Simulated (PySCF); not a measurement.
1,1-dichloro-3,3-difluoroprop-1-ene (C3H2Cl2F2), SMILES FC(F)C=C(Cl)Cl. Atoms are numbered in the order given.

```xyz
9

F      0.2638    -2.4735     1.0953
C     -0.0873    -1.7442     0.0000
F      0.2638    -2.4735    -1.0953
C      0.6630    -0.4523     0.0000
C      0.1051     0.7627     0.0000
Cl    -1.6106     1.0420     0.0000
Cl     1.0573     2.2093     0.0000
H     -1.1803    -1.6130     0.0000
H      1.7526    -0.5317     0.0000
```

Coordinates come from a B3LYP-D3(BJ)/def2-SVP optimisation. The values are those of a single conformer.

The numbers are results of B3LYP/pcSseg-1 run with PySCF, not measurements.

GIAO shieldings, no solvent; atoms listed in one row are averaged. δ = σ(ref) − σ: ¹⁹F against CFCl3 (σ = 161.7 ppm); ¹³C against TMS (σ = 181.3 ppm); ³⁵Cl against HCl (σ = 933.3 ppm); ¹H against TMS (σ = 31.68 ppm), references at their B3LYP-D3(BJ)/def2-TZVP geometries, non-relativistic (without spin–orbit terms, shifts of atoms bonded to Cl or Br come out too high).

```
nucleus   atoms  count  δ (ppm)
-------  ------  -----  -------
¹⁹F      F1, F3      2   -132.9
¹³C          C5      1    158.1
¹³C          C4      1    134.7
¹³C          C2      1    121.1
³⁵Cl        Cl7      1    377.5
³⁵Cl        Cl6      1    337.9
¹H           H8      1     6.71
¹H           H9      1     6.34
```
